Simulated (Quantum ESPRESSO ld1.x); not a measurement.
Results of a calculation; reference values are marked as such.
Task: The mean radii <r> (bohr) of the occupied orbitals of an atom or ion are listed with their occupations. Code: ld1.x of Quantum ESPRESSO 7.5. Model: Dirac Kohn-Sham, LDA (Slater exchange, Hedin-Lundqvist correlation), spin-unpolarised, spherical densities, point nucleus.

| orbital | occ. | <r> |
|---|---|---|
| 1s1/2 | 2 | 0.02845 |
| 2s1/2 | 2 | 0.1223 |
| 2p1/2 | 2 | 0.1033 |
| 2p3/2 | 4 | 0.1088 |
| 3s1/2 | 2 | 0.3308 |
| 3p1/2 | 2 | 0.3212 |
| 3p3/2 | 4 | 0.3326 |
| 3d3/2 | 4 | 0.3035 |
| 3d5/2 | 6 | 0.3071 |
| 4s1/2 | 2 | 0.7904 |
| 4p1/2 | 2 | 0.8315 |
| 4p3/2 | 4 | 0.8610 |
| 4d3/2 | 4 | 1.014 |
| 4d5/2 | 6 | 1.027 |
| 5s1/2 | 2 | 2.013 |

Name the element and its charge. Open shells, if any, fill j = l - 1/2 first.

Result: Z = 51, antimony, charge +3: Sb3+ in [Kr] 4d10 5s2. The 1s radius gives Z: for a bare nucleus <r> = (2 gamma + 1)/(2Z) with gamma = sqrt(1 - (Z/c)^2), 0.028 bohr for Z = 51, and screening makes it slightly larger (0.02845 here). The occupations add up to 48, and the charge is Z minus that.
